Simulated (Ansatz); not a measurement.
Ideal-gas functions of ClF$_{4}$HMoO (`[OH][Mo]([F])([F])([F])([F])[Cl]`) at 800 K and 1 bar, from an Ansatz frequency run at PBE0-D4/def2-TZVP.

Molar mass 224.39 g/mol, point group Cs (symmetry number 1), electronic degeneracy 1, moments of inertia 248.688, 362.507, 368.172 u Å². Harmonic wavenumbers (cm⁻¹, unscaled): 101, 105, 137, 193, 243, 254, 266, 322, 328, 403, 426, 578, 630, 653, 723, 730, 794, 3862.

Use S(trans) = R[1.5 ln M + 2.5 ln T − 1.1517]; rotational temperatures θ = 24.2544 K / I; S(rot) = R[ln(√π/σ · √(T³/θAθBθC)) + 1.5]; for each mode x = 1.438777 ν̃/T, S = R[x/(eˣ − 1) − ln(1 − e⁻ˣ)] and H = RT x/(eˣ − 1); 1 cm⁻¹ = 0.0119627 kJ/mol; R = 8.31446 J/(mol·K).

Problem. By hand: the entropy, in J/(mol·K).

Solution. Translation 196.9. Rotation: θ = 0.0975, 0.0669, 0.0659 K, giving 132.8. Vibration, mode by mode: 22.51, 22.19, 19.98, 17.15, 15.26, 14.90, 14.52, 12.97, 12.82, 11.17, 10.73, 8.36, 7.71, 7.44, 6.69, 6.62, 6.02, 0.06, in all 217.1. Electronic 0.0. Sum 546.8 J/(mol·K).

Problem. By hand: H − E and G − E in kJ/mol, counted from the electronic energy.

Solution. Zero-point energy ½ × 10748 × 0.0119627 = 64.3; thermal vibration 78.4; translation, rotation and pV give 4 RT = 26.6. H − E = 169.3 kJ/mol, and G − E = 169.3 − 800 × 546.8/1000 = -268.1 kJ/mol.

Vibration gives 40 % of the entropy, 64.7 J/(mol·K) of it from the modes under 150 cm⁻¹: soft modes count most, and the harmonic formula is weakest for them. The sum counts one conformer and one mirror image; others add a mixing term.
